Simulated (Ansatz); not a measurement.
C$_{3}$H$_{9}$BrSn, SMILES `[CH3][Sn]([CH3])([CH3])[Br]`, relaxed with RKS PBE0-D4/def2-TZVP in Ansatz 0.2.0 from a PBE-D4/def2-SVP geometry. The force threshold is 0.005 eV/Å; the program also tests the step.

The species carries charge 0 and has multiplicity 1. Sn takes the def2 core potential.

Start:

```xyz
14

C    -0.176    1.644   -1.286
Sn   -0.106    0.189    0.317
C    -1.555   -1.405    0.079
C     1.897   -0.538    0.708
Br   -0.808    1.447    2.419
H     0.115    1.163   -2.241
H    -1.202    2.047   -1.375
H     0.523    2.472   -1.064
H    -1.532   -2.061    0.969
H    -1.312   -2.000   -0.823
H    -2.567   -0.971   -0.029
H     2.261   -1.118   -0.163
H     1.888   -1.188    1.603
H     2.573    0.319    0.887
```

```csv
step,energy (eV),largest force (eV/Å),largest move (Å)
1,-79126.9781,0.516,0.000
2,-79127.0403,0.207,0.088
3,-79127.0485,0.057,0.035
4,-79127.0493,0.025,0.009
5,-79127.0495,0.011,0.004
6,-79127.0495,0.000,0.002
```

End:

```xyz
14

C    -0.175    1.622   -1.271
Sn   -0.100    0.180    0.300
C    -1.534   -1.385    0.079
C     1.872   -0.532    0.700
Br   -0.788    1.420    2.371
H     0.111    1.162   -2.218
H    -1.187    2.018   -1.355
H     0.510    2.441   -1.049
H    -1.511   -2.028    0.959
H    -1.307   -1.981   -0.807
H    -2.530   -0.956   -0.022
H     2.249   -1.096   -0.155
H     1.856   -1.178    1.577
H     2.534    0.313    0.892
```

It took 12 s on 2 threads of an AMD EPYC 7R13 on a shared host and a share of an NVIDIA H100 80 GB, with 0.94 GiB of host memory at the peak.
